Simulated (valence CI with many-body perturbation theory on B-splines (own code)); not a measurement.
Values are calculated unless marked as measured or tabulated.
Hyperfine factors and g values of Pd39+

Method: configuration interaction combined with many-body perturbation theory (CI+MBPT): five valence electrons over a frozen Dirac-Fock core [He], radial functions for each j: 9 s, 9 p, 8 d, 6 f, 3 g, 1 h, with the one-electron correlation potential Σ1 (screened to all orders), the two-electron term Σ2, the three-electron term Σ3, Breit, model QED; selected single and double excitations, second order for the rest (own B-spline code, finite nucleus).

The last digits are not significant, and no measured levels were compared; by estimate large intervals hold to a few tenths of a per cent, small ones and those within an open d or f shell to about a per cent. Among the levels kept, up to 1700 cm⁻¹ of a level comes from second order outside the variational space, and about a tenth of that is noise between levels of different J, which matters for small intervals.

A/g_I is the dipole constant over the nuclear g factor μ/I (μ in nuclear magnetons, uniformly magnetised nucleus), B/Q the quadrupole constant per barn. Both hold the static response of the core; the bare values leave it out. Large factors of s and p1/2 electrons are usually good to 5 to 10 %; those of open d and f shells near neutrality can be off by tens of per cent, and small factors of p3/2, d and f electrons come from cancelling terms and can be off by a factor of two or in sign, in half-filled shells by more. B is blank for J = 1/2, where it vanishes, and for nearly pure S terms. Energies count from the lowest level.

Levels are named by their leading jj configuration (3d3/2^4 stands for four electrons in 3d with j = 3/2), which in mixed levels can hold well under half, so a name can repeat and another be missing. Letters in brackets count levels of one name in rising energy.

```
                             Level  E (eV)      g  A/g_I (MHz)  A/g_I bare  B/Q (MHz/b)  B/Q bare
        (2s^2 2p1/2^2 2p3/2) J=3/2     0.0  1.402       162000      169000       291000    292000
        (2s^2 2p1/2 2p3/2^2) J=3/2   152.1  1.424         3000       10800        70900     71000
        (2s^2 2p1/2 2p3/2^2) J=5/2   169.5  1.186       360000      363000        -1610     -1610
        (2s^2 2p1/2 2p3/2^2) J=1/2   193.7  0.648      1090000     1080000                       
        (2s 2p1/2^2 2p3/2^2) J=5/2   327.1  1.505       812000      809000       139000    139000
              (2s^2 2p3/2^3) J=3/2   346.7  1.271       186000      191000      -363000   -364000
        (2s 2p1/2^2 2p3/2^2) J=1/2   381.1  2.195      3190000     3150000                       
        (2s 2p1/2^2 2p3/2^2) J=3/2   382.4  1.252      -374000     -355000      -138000   -139000
      (2s 2p1/2 2p3/2^3) J=3/2 [a]   498.6  1.480       719000      715000      -260000   -260000
          (2s 2p1/2 2p3/2^3) J=5/2   525.4  1.269      1010000     1000000      -474000   -475000
          (2s 2p1/2 2p3/2^3) J=1/2   552.9  1.473      -822000     -793000                       
      (2s 2p1/2 2p3/2^3) J=3/2 [b]   564.8  1.096        78800       89100        -4770     -4830
                (2s 2p3/2^4) J=1/2   723.1  1.628      3230000     3170000                       
           (2p1/2^2 2p3/2^3) J=3/2   758.9  1.321       166000      176000      -331000   -332000
             (2p1/2 2p3/2^4) J=1/2   927.7  0.648      1090000     1080000                       
           (2s^2 2p1/2^2 3s) J=1/2  3238.4  2.039       941000      931000                       
        (2s^2 2p1/2^2 3p1/2) J=1/2  3291.4  0.661       306000      303000                       
        (2s^2 2p1/2^2 3p3/2) J=3/2  3347.1  1.336        50100       52000        82700     82800
   (2s^2 2p1/2 2p3/2 3s) J=3/2 [a]  3393.9  1.662       247000      250000       210000    210000
       (2s^2 2p1/2 2p3/2 3s) J=1/2  3400.1  1.289      -375000     -359000                       
        (2s^2 2p1/2^2 3d3/2) J=3/2  3401.0  0.795        34800       34600        16400     16600
       (2s^2 2p1/2 2p3/2 3s) J=5/2  3407.5  1.345       483000      483000       241000    241000
   (2s^2 2p1/2 2p3/2 3s) J=3/2 [b]  3412.5  1.001       330000      335000       161000    161000
        (2s^2 2p1/2^2 3d5/2) J=5/2  3422.4  1.206        40500       40600        12800     13100
    (2s^2 2p1/2 2p3/2 3p1/2) J=1/2  3446.7  1.696      -165000     -153000                       
(2s^2 2p1/2 2p3/2 3p1/2) J=3/2 [a]  3451.7  1.148       243000      246000        49300     49400
    (2s^2 2p1/2 2p3/2 3p1/2) J=5/2  3462.0  1.102       386000      387000       246000    246000
(2s^2 2p1/2 2p3/2 3p1/2) J=3/2 [b]  3481.1  1.378       253000      259000       284000    285000
(2s^2 2p1/2 2p3/2 3p3/2) J=5/2 [a]  3495.7  1.428        16900       21800       354000    354000
(2s^2 2p1/2 2p3/2 3p3/2) J=1/2 [a]  3500.0  1.691      -255000     -247000                       
(2s^2 2p1/2 2p3/2 3p3/2) J=3/2 [a]  3505.1  1.195       316000      316000      -205000   -205000
    (2s^2 2p1/2 2p3/2 3p3/2) J=7/2  3511.0  1.252       252000      254000       343000    344000
(2s^2 2p1/2 2p3/2 3p3/2) J=3/2 [b]  3516.2  1.375       104000      109000        65600     65700
(2s^2 2p1/2 2p3/2 3p3/2) J=5/2 [b]  3524.7  1.201       345000      346000        25000     25100
(2s^2 2p1/2 2p3/2 3p3/2) J=1/2 [b]  3536.0  0.678      1070000     1070000                       
       (2s 2p1/2^2 2p3/2 3s) J=5/2  3544.7  1.700       876000      872000       246000    246000
(2s^2 2p1/2 2p3/2 3d3/2) J=3/2 [a]  3557.4  0.936        69700       71300      -163000   -164000
    (2s^2 2p1/2 2p3/2 3d3/2) J=5/2  3559.2  0.978       175000      176000       -42500    -42500
(2s^2 2p1/2 2p3/2 3d3/2) J=1/2 [a]  3560.3  0.226       241000      233000                       
   (2s 2p1/2^2 2p3/2 3s) J=3/2 [a]  3561.9  1.572       984000      981000       167000    168000
```

(1) Take the isotope of mass number 105, with I = 5/2, μ = -0.642 μN and Q = 0.66 b. What is the hyperfine structure of (2s^2 2p1/2 2p3/2^2) J=1/2?

Answers

(1) From the table A = -280000 MHz. Shifts from the centre of gravity in MHz: F = 2: 490000, F = 3: -350000.
